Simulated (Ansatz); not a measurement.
One change: `[F][In]([F])[O][SiH3]` becomes `[F][Al]([F])[O][SiH3]`.

Ansatz, PBE0-D4/def2-TZVP geometries, multiplicity 1. Each molecule was computed in one conformer, which needn't be the lowest.

Elements past krypton have def2 core potentials.

```tsv
property	`[F][In]([F])[O][SiH3]`
HOMO energy (PBE0/def2-TZVPP) / eV	-9.05
LUMO energy (ωB97M-V/def2-TZVPP) / eV	-1.07
size of the dipole moment (PBE/def2-TZVPP) / D	1.35
size of the dipole moment (ωB97M-V/def2-TZVPP) / D	1.35
LUMO energy (PBE0/def2-TZVPP) / eV	-3.05
HOMO energy (B3LYP/def2-TZVPP) / eV	-8.86
```

Give the same properties after the change, and the shifts. (Estimate.)

The calculation gave: 
```
                                          property  `[F][Al]([F])[O][SiH3]`  shift
                HOMO energy (PBE0/def2-TZVPP) / eV                    -9.15  -0.10
             LUMO energy (ωB97M-V/def2-TZVPP) / eV                     0.37   1.44
    size of the dipole moment (PBE/def2-TZVPP) / D                     1.19  -0.16
size of the dipole moment (ωB97M-V/def2-TZVPP) / D                     1.23  -0.12
                LUMO energy (PBE0/def2-TZVPP) / eV                    -1.23   1.82
               HOMO energy (B3LYP/def2-TZVPP) / eV                    -8.94  -0.08
```

With PBE0 the HOMO falls by 0.10 eV and the LUMO rises by 1.82 eV, so the gap widens by about 1.92 eV. PBE moves the HOMO by -0.08 eV and ωB97M-V by -0.10 eV. Dipoles are sizes alone; their direction can turn.

B3LYP here is the variant with VWN-RPA as its local correlation; programs differ in this.
